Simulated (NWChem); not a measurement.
# VSF₃; SMILES [F][V](=[S])([F])[F]

### Question
Give the equilibrium geometry at PBE0/def2-SVP (NWChem) as a Z-matrix, with the point group.

### Answer
point group C3v; any orientation.
```
V
F 1 1.6955
F 1 1.6955 2 110.10
F 1 1.6955 2 110.10 3 -121.59
S 1 1.9807 2 108.83 3 119.21
```
